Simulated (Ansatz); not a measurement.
Born–Oppenheimer molecular dynamics of AlClH₈N₂OSi (14 atoms, charge 0, multiplicity 1). It starts at the highest image of a converged band. Of that band: The profile has 2 maxima (images 2, 6) with wells between them (image 5): this band takes more than one step, which may be the mechanism or a detour left from its start path. A vibrational analysis at the climbing image gives one clearly imaginary mode, 276i cm⁻¹: a first-order saddle point.

Theory: RKS PBE/def2-SVP (Ansatz).

- ensemble: NVE (velocity Verlet)
- time step: 0.5 fs
- steps asked: 200
- starting velocities drawn for: 100 K
- seed: 4192

First frame:

```xyz
14
Properties=species:S:1:pos:R:3
Al 0.174 0.242 0.095
Cl -0.530 -0.717 1.905
N 1.732 -0.287 -0.623
H 1.928 -1.253 -0.893
H 2.588 0.262 -0.712
O -1.181 0.706 -0.946
H -2.060 0.308 -0.840
N 0.429 2.162 0.659
H 1.376 2.544 0.514
Si -0.851 3.174 -0.222
H -0.606 3.164 -1.691
H -2.215 2.853 0.288
H -0.533 4.573 0.266
H 0.269 2.194 1.680
```

**Question.** How far do the bonds stretch over the last three quarters of this one trajectory? (Pairs bonded in most of those frames.)

**Answer.** 
```
    bond  mean (Å)  spread (Å)  shortest  longest
 Al1–Cl2     2.163       0.017      2.15     2.19
  Al1–N3     1.809       0.025      1.77     1.85
  Al1–O6     1.777       0.016      1.76     1.80
  Al1–N8     2.008       0.016      1.99     2.04
   N3–H4     1.027       0.007      1.01     1.04
   N3–H5     1.026       0.006      1.02     1.04
   O6–H7     0.971       0.003      0.97     0.98
   N8–H9     1.032       0.003      1.03     1.04
 N8–Si10     1.867       0.010      1.84     1.88
  N8–H14     1.032       0.006      1.02     1.04
Si10–H11     1.491       0.003      1.48     1.50
Si10–H12     1.495       0.007      1.48     1.51
Si10–H13     1.521       0.031      1.47     1.57
```

Mean temperature of the second half: 95 K. The conserved energy stayed within 0.028 meV per atom of its start (net change 0.016 meV per atom), so the integration is sound. A run of 0.1 ps of so small a system gives no equilibrium averages. The orbitals stay closed-shell, which can raise the energy where a bond breaks towards radicals; this wasn't checked here.

The run took 4.8 min on 4 threads of Arm Neoverse V2, with other jobs on the host, peak memory 0.21 GiB.
